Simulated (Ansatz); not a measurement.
Cartesian coordinates in Å:
```
S 1.795 1.545 0.084
Si -0.198 1.339 -0.691
O -0.897 -0.024 -0.025
Si -0.776 -1.478 0.649
H 2.361 0.653 -0.746
H -0.910 2.464 -0.007
H -1.915 -2.357 0.274
H 0.541 -2.142 0.462
```

Charge 0, multiplicity 1. The bonds changed during the relaxation, so this is another structure than the one it started from.

(1) List the PBE/def2-TZVPP orbital energies in eV (Ansatz 0.2.0). (An estimate is asked.)

Answers

(1) Computed: Occupied: -2395.79, -1780.75, -1780.44, -511.46, -208.75, -154.89, -154.80, -154.68, -138.41, -138.02, -95.21, -95.14, -95.09, -94.80, -94.76, -94.70, -25.48, -18.16, -14.81, -12.04, -10.98, -10.34, -9.81, -9.34, -8.61, -7.74, -6.49, -4.80. Lowest empty: -3.97, -0.95, -0.39, 0.12, 0.33, 0.50, 1.20, 1.36.
